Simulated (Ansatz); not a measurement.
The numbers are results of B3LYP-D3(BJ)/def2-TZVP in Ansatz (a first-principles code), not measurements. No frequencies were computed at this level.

Ansatz 0.2 input:
```yaml
crystal:
  periodic: [false, false, false]
  atoms:
    - { symbol: O, position_ang: [2.812821, -0.024632, -0.16238] }
    - { symbol: Si, position_ang: [1.28229, 0.491345, 0.030253] }
    - { symbol: C, position_ang: [-0.066218, -0.640236, 0.00672] }
    - { symbol: Si, position_ang: [-1.876585, -0.207483, -0.053872] }
    - { symbol: H, position_ang: [3.574215, 0.378271, 0.247476] }
    - { symbol: H, position_ang: [1.306945, 1.925252, 0.267187] }
    - { symbol: H, position_ang: [0.179162, -1.683256, -0.154743] }
    - { symbol: H, position_ang: [-2.11873, 1.043058, 0.682267] }
    - { symbol: H, position_ang: [-2.412653, -0.003446, -1.414336] }
    - { symbol: H, position_ang: [-2.681248, -1.278872, 0.551428] }
basis:
  gaussian: { orbitals: def2-tzvp }
hamiltonian:
  xc: b3lyp
  dispersion: d3bj
relax:
  max_steps: 150
```

Output:

```
Functional definition: B3LYP
1117 factors; their error is unknown
mean field evaluation 1: about -18925.7220 eV, gradient 8.2e1 eV
mean field evaluation 2: about -18890.3968 eV, gradient 1.3e2 eV
mean field evaluation 4: about -18939.2199 eV, gradient 1.6e1 eV
mean field evaluation 8: about -18939.8551 eV, gradient 2.3e-1 eV
mean field evaluation 16: about -18939.9075 eV, gradient 1.5e-4 eV
mean field -18939.90754420 eV, -696.0287643191 hartree, gradient 1.6e-5 eV, S^2 0.000000; 0 other end points of the search recorded, 0 dependent functions left out
reference -18939.90783064 eV, -696.0287748454 hartree; 24, 24 occupied and 148, 148 virtual orbitals, 1117 factors
relax step   1: F+E_penalty+E_count = -18940.30594642 eV  Δ(F+E_penalty+E_count) = +0.000e0 eV  max|allowed force component| = 1.663e0 eV/Å  Δτ_max = 0.0000 Å  (29 SCF iters, accepted)
these checks for a lower state are left out or cut short: starts, cluster_reference, orbital_swaps, neighbouring_geometries, increment
1117 factors; their error is unknown
mean field -18940.01768756 eV, -696.0328120128 hartree, gradient 2.4e-5 eV, S^2 0.000000; 0 other end points of the search recorded, 0 dependent functions left out
reference -18940.01797288 eV, -696.0328224981 hartree; 24, 24 occupied and 148, 148 virtual orbitals, 1117 factors
relax step   2: F+E_penalty+E_count = -18940.41938912 eV  Δ(F+E_penalty+E_count) = -1.134e-1 eV  max|allowed force component| = 7.640e-1 eV/Å  Δτ_max = 0.0997 Å  (31 SCF iters, accepted)
these checks for a lower state are left out or cut short: starts, cluster_reference, orbital_swaps, neighbouring_geometries, increment
1117 factors; their error is unknown
mean field evaluation 32: about -18940.0559 eV, gradient 2.7e-5 eV
mean field -18940.05593586 eV, -696.0342176117 hartree, gradient 2.7e-5 eV, S^2 0.000000; 0 other end points of the search recorded, 0 dependent functions left out
reference -18940.05621862 eV, -696.0342280031 hartree; 24, 24 occupied and 148, 148 virtual orbitals, 1117 factors
relax step   3: F+E_penalty+E_count = -18940.46086599 eV  Δ(F+E_penalty+E_count) = -4.148e-2 eV  max|allowed force component| = 3.579e-1 eV/Å  Δτ_max = 0.1072 Å  (30 SCF iters, accepted)
these checks for a lower state are left out or cut short: starts, cluster_reference, orbital_swaps, neighbouring_geometries, increment
1117 factors; their error is unknown
mean field -18940.08673394 eV, -696.0353494202 hartree, gradient 8.2e-6 eV, S^2 0.000000; 0 other end points of the search recorded, 0 dependent functions left out
reference -18940.08701273 eV, -696.0353596659 hartree; 24, 24 occupied and 148, 148 virtual orbitals, 1117 factors
relax step   4: F+E_penalty+E_count = -18940.49344038 eV  Δ(F+E_penalty+E_count) = -3.257e-2 eV  max|allowed force component| = 2.884e-1 eV/Å  Δτ_max = 0.1853 Å  (31 SCF iters, accepted)
these checks for a lower state are left out or cut short: starts, cluster_reference, orbital_swaps, neighbouring_geometries, increment
1117 factors; their error is unknown
mean field -18940.09563846 eV, -696.0356766554 hartree, gradient 1.9e-5 eV, S^2 0.000000; 0 other end points of the search recorded, 0 dependent functions left out
reference -18940.09591560 eV, -696.0356868404 hartree; 24, 24 occupied and 148, 148 virtual orbitals, 1117 factors
relax step   5: F+E_penalty+E_count = -18940.50228609 eV  Δ(F+E_penalty+E_count) = -8.846e-3 eV  max|allowed force component| = 1.027e-1 eV/Å  Δτ_max = 0.0937 Å  (30 SCF iters, accepted)
these checks for a lower state are left out or cut short: starts, cluster_reference, orbital_swaps, neighbouring_geometries, increment
1117 factors; their error is unknown
mean field -18940.09643833 eV, -696.0357060503 hartree, gradient 1.4e-5 eV, S^2 0.000000; 0 other end points of the search recorded, 0 dependent functions left out
reference -18940.09671516 eV, -696.0357162234 hartree; 24, 24 occupied and 148, 148 virtual orbitals, 1117 factors
relax step   6: F+E_penalty+E_count = -18940.50407092 eV  Δ(F+E_penalty+E_count) = -1.785e-3 eV  max|allowed force component| = 6.393e-2 eV/Å  Δτ_max = 0.0705 Å  (31 SCF iters, accepted)
these checks for a lower state are left out or cut short: starts, cluster_reference, orbital_swaps, neighbouring_geometries, increment
1117 factors; their error is unknown
mean field -18940.09731275 eV, -696.0357381846 hartree, gradient 1.4e-5 eV, S^2 0.000000; 0 other end points of the search recorded, 0 dependent functions left out
reference -18940.09758970 eV, -696.0357483621 hartree; 24, 24 occupied and 148, 148 virtual orbitals, 1117 factors
relax step   7: F+E_penalty+E_count = -18940.50497636 eV  Δ(F+E_penalty+E_count) = -9.054e-4 eV  max|allowed force component| = 7.514e-2 eV/Å  Δτ_max = 0.0189 Å  (31 SCF iters, accepted)
these checks for a lower state are left out or cut short: starts, cluster_reference, orbital_swaps, neighbouring_geometries, increment
1117 factors; their error is unknown
mean field evaluation 64: about -18940.0977 eV, gradient 6.4e-5 eV
mean field -18940.09769932 eV, -696.0357523908 hartree, gradient 1.4e-5 eV, S^2 0.000000; 0 other end points of the search recorded, 0 dependent functions left out
reference -18940.09797639 eV, -696.0357625726 hartree; 24, 24 occupied and 148, 148 virtual orbitals, 1117 factors
relax step   8: F+E_penalty+E_count = -18940.50524713 eV  Δ(F+E_penalty+E_count) = -2.708e-4 eV  max|allowed force component| = 9.668e-3 eV/Å  Δτ_max = 0.0113 Å  (32 SCF iters, accepted)
1117 factors; their error is unknown
mean field -18940.09769932 eV, -696.0357523908 hartree, gradient 5.4e-5 eV, S^2 0.000000; 1 other end points of the search recorded, 0 dependent functions left out
reference -18940.09797639 eV, -696.0357625726 hartree; 24, 24 occupied and 148, 148 virtual orbitals, 1117 factors
Total energy: -18940.50552419 eV, -696.0507396783 hartree
Atom 0 at     2.815937    -0.062021     0.008398 Å, force    -0.001597    -0.001053    -0.002102 eV/Å
Atom 1 at     1.234634     0.339953     0.121912 Å, force    -0.002829    -0.000042     0.001135 eV/Å
Atom 2 at    -0.045622    -0.707268    -0.232483 Å, force    -0.009653    -0.004727    -0.000626 eV/Å
Atom 3 at    -1.794128    -0.172748    -0.072485 Å, force     0.009668     0.002508    -0.004118 eV/Å
Atom 4 at     3.480127     0.596560     0.228272 Å, force     0.003598     0.000866     0.000057 eV/Å
Atom 5 at     1.061144     1.731008     0.572214 Å, force     0.002045     0.004627     0.002897 eV/Å
Atom 6 at     0.165725    -1.719421    -0.561801 Å, force     0.002329    -0.000254     0.002228 eV/Å
Atom 7 at    -1.831411     1.240089     0.387933 Å, force    -0.001381    -0.001230    -0.000395 eV/Å
Atom 8 at    -2.533013    -0.253728    -1.359409 Å, force    -0.002441     0.000889    -0.000963 eV/Å
Atom 9 at    -2.553395    -0.992424     0.907449 Å, force     0.000261    -0.001583     0.001887 eV/Å
Dipole moment:     0.606442     0.347811     0.118708 e Å
```

Cost: very roughly 25 core-seconds.
